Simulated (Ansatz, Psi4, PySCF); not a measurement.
C$_{2}$H$_{6}$Cd, charge +1, doublet, at a GFN2-xTB geometry (such geometries of metal compounds can be far from the true shape) (a state made from the parent by changing its charge; the spin is typed, not shown lowest) (core potentials on Cd). Base run: WB97X/def2-SVPD (PySCF).

Input for PySCF:
```python
from pyscf import gto, scf, dft

mol = gto.M(
    atom='''
Cd   -0.000373    0.003440    0.000232
C     1.731822    0.272763   -1.393984
H     2.382563   -0.580095   -1.208486
H     2.178864    1.225476   -1.115331
H     1.297607    0.275399   -2.392319
C    -1.729961   -0.289934    1.392828
H    -2.186480   -1.229659    1.086646
H    -2.373819    0.573870    1.236471
H    -1.292009   -0.327068    2.388840
''',
    basis='def2-svpd',
    ecp={'Cd': 'def2-svpd'},
    charge=1,
    spin=1,
    verbose=4,
)

mf = dft.UKS(mol)
mf.xc = 'wb97x'
mf.kernel()
```

The same geometry, method and basis name were run in Ansatz (a first-principles code) and Psi4 and PySCF, at each program's defaults and at the settings that a row names. The base is PySCF at its defaults. Differences at the defaults can come from grids, fitting, cores and function types together. The rows with settings made alike still differ; the cause (another SCF solution, basis table, core potential or functional code) wasn't traced.

```json
[
 {"code and settings": "PySCF, defaults (exact integrals, its default grid, spherical functions)", "ΔE vs base (mEh)": "0.000", "basis functions": "122", "E (Eh)": "-247.15530", "SCF cycles": "11", "outcome": "converged"},
 {"code and settings": "Psi4, defaults (density fitting with its default set, its default grid, spherical functions)", "ΔE vs base (mEh)": "77.512", "basis functions": "122", "E (Eh)": "-247.07779", "SCF cycles": "11", "outcome": "another SCF solution"},
 {"code and settings": "Ansatz, defaults (factorised integrals, its default grid, spherical functions)", "ΔE vs base (mEh)": "-0.290", "basis functions": "122", "E (Eh)": "-247.15559", "SCF cycles": "-", "outcome": "converged"},
 {"code and settings": "PySCF, density fitting with def2-universal-jkfit", "ΔE vs base (mEh)": "-0.120", "basis functions": "122", "E (Eh)": "-247.15542", "SCF cycles": "11", "outcome": "converged"},
 {"code and settings": "PySCF, fine grid", "ΔE vs base (mEh)": "-0.463", "basis functions": "122", "E (Eh)": "-247.15576", "SCF cycles": "11", "outcome": "converged"},
 {"code and settings": "Psi4, exact integrals, spherical functions, fine grid", "ΔE vs base (mEh)": "80.659", "basis functions": "122", "E (Eh)": "-247.07464", "SCF cycles": "15", "outcome": "another SCF solution"},
 {"code and settings": "Ansatz, high accuracy", "ΔE vs base (mEh)": "-0.297", "basis functions": "122", "E (Eh)": "-247.15560", "SCF cycles": "-", "outcome": "converged"}
]
```

A guess, shift, damping, solver or small numerical setting can't move a converged solution much, so rows marked as another SCF solution ended in a different state.

Open shells are given as the SCF converged; they aren't shown to be the lowest states, and a large step between rows can be another state.
